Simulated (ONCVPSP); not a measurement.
## Pseudopotential generation for lead: ONCV, LDA (Perdew-Zunger), scalar-relativistic.

- Element: lead
- Generator: ONCVPSP 4.0.1
- Type: optimised norm-conserving Vanderbilt (ONCV)
- Functional: LDA (Perdew-Zunger)
- Relativity: scalar-relativistic
- Frozen core: [Xe]
- Valence charge: 28
- Reference configuration: 4f14 5d10 6s2 6p2
- Partial waves: 6s: rc 2.04 bohr, ncon 3, nbas 8, qcut 2.8 1/bohr, 2 projectors, debl 2.6 Ha; 6p: rc 2.85 bohr, ncon 4, nbas 9, qcut 3 1/bohr, 1 projector; 5d: rc 1.65 bohr, ncon 3, nbas 8, qcut 9.1 1/bohr, 3 projectors, debl 2.8 Ha; 4f: rc 0.70 bohr, ncon 5, nbas 10, qcut 26.3 1/bohr, 2 projectors, debl 1.8 Ha
- Local potential: polynomial inside 0.50 bohr (lpopt 5, dvloc0 6 Ha)
- Core correction: Teter function, fcfact 3, rcfact 1.75

In the f channel the program set the typed energies aside and used -4.897, 0.250 Ha.

Poles of the logarithmic derivatives, all-electron (AE) and pseudo (PS). Narrow ghost or core levels that the grid stepped over were put in at their known energies. s: poles at -5.3, 1.5 (AE) and 1.5, 4.9 (PS) Ha. p: poles at -3.1, 0.6, 4.2 (AE) and -4.9, 0.6, 2.8 (PS) Ha. d: poles at 0.2 (AE) and 0.2 (PS) Ha. f: poles at -2.3 (AE) and -2.3 (PS) Ha. Test radii: s 2.07, p 2.90, d 1.67, f 0.71 bohr.

* Cutoffs needed: 306 Ha and 329 Ha (the cutoffs (Ha) at which the residual kinetic energy of the hardest occupied pseudo-wave falls to 1 and 0.1 mHa per electron)
* Ghost test: ghosts flagged at negative energy: s at -1437.5 eV, s at -280.4 eV, p at -1013.9 eV, p at -132.4 eV; GHOST(+) flagged for s at 131.1 eV, d at 321.5 eV; a true bound ghost makes a file unfit for plane-wave use
* Largest excitation error: -98 meV (all-electron minus pseudo) for 4f14 5d10 6s1 6p0, out of 4 test configurations
* rms error of d²Exc/dni dnj: 9.09 mHa without and 7.11 mHa with the model core
